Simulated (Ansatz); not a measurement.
`[OH][Zn][B](F)F` from Hartree–Fock to CCSD(T)

Cartesian coordinates in Å:
```
O -0.0546 -2.1166 -1.0566
Zn 0.0042 -0.5117 -0.2983
B 0.1294 1.3888 0.4601
F -0.2749 1.6834 1.6839
F 0.6172 2.3998 -0.2367
H -0.4213 -2.8438 -0.5524
```

The species carries charge 0 and has multiplicity 1. For Zn the d shell is correlated and the shells below it are frozen. Scalar relativity is left out up to krypton. The geometry is a stationary point of PBE0-D4/def2-TZVP. It is one conformer, not always the lowest. Frozen core, restricted reference, Ansatz.

| basis | HF (Eh) | MP2 corr. | CCSD corr. | (T) | CCSD(T) total |
| --- | --- | --- | --- | --- | --- |
| def2-SVP | -2076.44634 | ? | ? | -0.02076 | ? |
| def2-TZVPP | -2077.07354 | -1.34156 | -1.29676 | ? | ? |
| def2-QZVPP | -2077.12963 | ? | – | – | – |

Question: Fill in the withheld values. (Best estimate.)

Answer: The calculation gave: def2-SVP MP2 corr.: -0.93923; def2-SVP CCSD corr.: -0.92965; def2-SVP CCSD(T) total: -2077.39675; def2-TZVPP (T): -0.04191; def2-TZVPP CCSD(T) total: -2078.41221; def2-QZVPP MP2 corr.: -1.45270.
